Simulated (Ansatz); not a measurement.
`CBSCC` and `CCSC=S` differ in one atom or group.

Ansatz, PBE0-D4/def2-TZVP geometries, multiplicity 1. Each molecule was computed in one conformer, which needn't be the lowest.

```csv
property,`CBSCC`
HOMO energy (ωB97M-V/def2-TZVPP) / eV,-9.59
HOMO–LUMO gap (PBE0/def2-TZVPP) / eV,6.78
HOMO energy (B3LYP/def2-TZVPP) / eV,-7.17
HOMO–LUMO gap (PBE/def2-TZVPP) / eV,4.72
LUMO energy (B3LYP/def2-TZVPP) / eV,-0.81
size of the dipole moment (PBE/def2-TZVPP) / D,1.19
```

Problem. Give the same properties after the change, and the shifts. (An estimate is asked.)

Solution. The calculation gave: 
```tsv
property	`CCSC=S`	shift
HOMO energy (ωB97M-V/def2-TZVPP) / eV	-8.62	0.97
HOMO–LUMO gap (PBE0/def2-TZVPP) / eV	4.40	-2.38
HOMO energy (B3LYP/def2-TZVPP) / eV	-6.17	1.00
HOMO–LUMO gap (PBE/def2-TZVPP) / eV	2.37	-2.35
LUMO energy (B3LYP/def2-TZVPP) / eV	-2.19	-1.38
size of the dipole moment (PBE/def2-TZVPP) / D	4.13	2.94
```

With PBE0 the HOMO rises by 0.98 eV and the LUMO falls by 1.40 eV, so the gap narrows by about 2.38 eV. PBE moves the HOMO by 1.07 eV and ωB97M-V by 0.97 eV. Dipoles are sizes alone; their direction can turn.

B3LYP here is the variant with VWN-RPA as its local correlation; programs differ in this.
